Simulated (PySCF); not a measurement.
## MP2 beside CCSD(T) along the alkali metals: bonds to K

MP2 and CCSD(T) in PySCF with def2-SVPD on every atom (core potentials on Rb, Cs), for the lowest determinant that a PBE0 search found; no spin–orbit coupling.

| molecule | state (unpaired electrons) | MP2 Re (Å) | MP2 ωe (cm⁻¹) | MP2 De (eV) | CCSD(T) Re (Å) | CCSD(T) ωe (cm⁻¹) | CCSD(T) De (eV) |
| --- | --- | --- | --- | --- | --- | --- | --- |
| KLi | singlet (closed shell) | 3.468 | 202 | 0.44 | 3.443 | 199 | 0.69 |
| KNa | singlet (closed shell) | 3.640 | 120 | 0.40 | 3.649 | 116 | 0.62 |
| KRb | singlet (closed shell) | 4.107 | 75.9 | 0.31 | 4.165 | 70.4 | 0.46 |
| CsK | singlet (closed shell) | 4.352 | 68.7 | 0.30 | ? | ? | ? |

**Question.** Estimate the CCSD(T) values of CsK by adding the mean shift from MP2 to CCSD(T) of the other rows, and compare with the calculation.

**Answer.** The mean shifts are +1.4 pm, -4 cm⁻¹ and +0.21 eV, which give 4.366 Å, 64.5 cm⁻¹ and 0.51 eV. CCSD(T)/def2-SVPD gives Re = 4.402 Å, ωe = 64.6 cm⁻¹, De = 0.45 eV.

**Question.** What are the mean differences of MP2 from CCSD(T) over the whole series?

**Answer.** Re -2.3 pm, ωe +4 cm⁻¹, De -0.19 eV.

In a basis of this size CCSD(T) is itself not converged; it tends to give bonds that are too long and too weak.

Correlated steps freeze the inner cores (5 to 6 orbitals); shallow outer-core shells are correlated. Weak bonds: CsK, KLi, KNa, KRb. Basis-set superposition, not corrected here, can be much of De in a small basis, most of all at correlated wavefunction levels. Spin–orbit coupling is left out. Where the molecule has an RHF reference, its open-shell atoms are computed with UHF.
